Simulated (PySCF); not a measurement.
One computed conformer, relativity neglected, isolated molecule, fast rotation and ring inversion assumed for equivalent nuclei. NMR shieldings at PBE0/pcSseg-1/GIAO; structure optimised with GFN2-xTB; PySCF 2.14.0 with density-fitted response routines.

Referencing at the same level of theory: TMS for 1H and 13C. Shifts are as computed. Against solution values, carbons near 30 ppm lie about +3 ppm off and those near 130 ppm about +5 ppm; carbons on Cl a further +6 ppm. Of 1309 compounds with measured shifts, 239 miss one by over three times the rms of a fit or turn the order of signals round; such compounds aren't used in these exercises. Carbons bonded to Cl come out too deshielded. OH and NH positions are gas-phase values without hydrogen bonding to other molecules.

(1) Order these molecules by the shift of their most shielded carbon, lowest δ first.
A. C=C(C)C#CC1=CC[SiH2]1
B. C=C[Si@@H](Cl)[SiH2]C=O
C. [H]/N=C\[SiH2]n1cccc1
D. CC(=O)[SiH2]/C(F)=C\C=O
E. COC(=O)c1ocpc1F
F. O=C=C(Cl)[SiH2]C[SiH3]

(2) Order these molecules by the shift of their most deshielded carbon-bound hydrogen, lowest δ first.
A. C#CC1=C([SiH3])C[C@H]1C=C
B. O=C=C(Cl)[SiH2]C[SiH3]
C. [H]/N=C\[SiH2]n1cccc1
D. C=C[Si@@H](Cl)[SiH2]C=O
E. C=C(C)C#CC1=CC[SiH2]1
F. COC(=O)c1ocpc1F

(3) How many 13C and 1H signals does each give (equivalence by symmetry and fast rotation, but not about amide C–N or C=N bonds)? `COC(=O)c1ocpc1F`, `O=C=C(Cl)[SiH2]C[SiH3]`, `CC(=O)[SiH2]/C(F)=C\C=O`, `C#CC1=C([SiH3])C[C@H]1C=C`, `[H]/N=C\[SiH2]n1cccc1`, `C=C(C)C#CC1=CC[SiH2]1`, `C=C[Si@@H](Cl)[SiH2]C=O`

Answers

(1) F (-14.1 ppm, sp3 CH2 bonded to 2 Si), A (19.1 ppm, allylic sp3 CH2 bonded to Si), D (41.3 ppm, methyl carbon α to a carbonyl), E (51.7 ppm, methyl carbon bonded to O), C (118.9 ppm, aromatic CH), B (142.8 ppm, alkene CH).

(2) B (-0.15 ppm, hydrogen on an sp3 CH2 bonded to 2 Si), A (5.96 ppm, hydrogen on an alkene CH), E (7.26 ppm, hydrogen on an alkene CH), F (8.83 ppm, hydrogen on an aromatic CH next to the ring oxygen), C (9.25 ppm, hydrogen on a C=N carbon), D (12.45 ppm, hydrogen on a carbonyl carbon).

(3) COC(=O)c1ocpc1F: 5 C, 2 H; O=C=C(Cl)[SiH2]C[SiH3]: 3 C, 3 H; CC(=O)[SiH2]/C(F)=C\C=O: 5 C, 4 H; C#CC1=C([SiH3])C[C@H]1C=C: 8 C, 8 H; [H]/N=C\[SiH2]n1cccc1: 3 C, 5 H; C=C(C)C#CC1=CC[SiH2]1: 8 C, 6 H; C=C[Si@@H](Cl)[SiH2]C=O: 3 C, 7 H.
